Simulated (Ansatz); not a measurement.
Consider the substitution at a C–B bond: `COCBF` + HI → `COCI` + `BF`.

Program: Ansatz. Geometries: PBE0-D4/def2-TZVP. ΔE: electronic, gas phase. CCSD(T)/CBS adds triple-zeta CCSD(T) − MP2 to the extrapolated MP2 energy (def2 sets, frozen cores). This one scheme is used for every species. DFT in def2-TZVPP. B3LYP here is the variant with VWN-RPA as its local correlation; programs differ in this. Elements past krypton have def2 core potentials. For I outer-core shells are correlated without core-valence functions, which leaves a few kJ/mol of doubt a bond. Each species was taken in one conformer, which may not be the lowest.

```csv
level,ΔE (kcal/mol),difference from CCSD(T)/CBS
PBE-D4,5.2,-0.2
r2SCAN-D4,6.1,0.7
PBE0-D4,6.9,1.5
B3LYP-D4,5.4,0.0
ωB97X-V,8.0,2.6
ωB97M-V,8.1,2.7
B2PLYP,5.8,0.4
PBE,5.7,0.3
r2SCAN,6.2,0.8
PBE0,7.4,2.0
B3LYP,6.3,0.9
HF/def2-TZVPP,8.5,3.1
MP2/def2-TZVPP,4.9,-0.5
SCS-MP2/def2-TZVPP,5.2,-0.2
CCSD/def2-TZVPP,8.0,2.6
CCSD(T)/def2-TZVPP,6.8,1.4
HF/def2-QZVPP,8.4,3.0
MP2/def2-QZVPP,4.1,-1.3
SCS-MP2/def2-QZVPP,4.5,-0.9
HF/CBS(def2),8.4,3.0
MP2/CBS(def2),3.5,-1.9
CCSD/CBS(def2),6.7,1.3
CCSD(T)/CBS,5.4,0
```

Largest T1 diagnostic among the species: 0.013.

In def2-TZVPP, CCSD(T) changes the Hartree–Fock value by −1.7 kcal/mol (the triples alone add −1.2 kcal/mol) and MP2 by −3.7 kcal/mol. The D4 term adds −0.9 kcal/mol with B3LYP and −0.5 kcal/mol with PBE0; it sums over pairs of atoms, weighted by their polarisabilities, and B3LYP, whose exchange is more repulsive, gets the larger term.
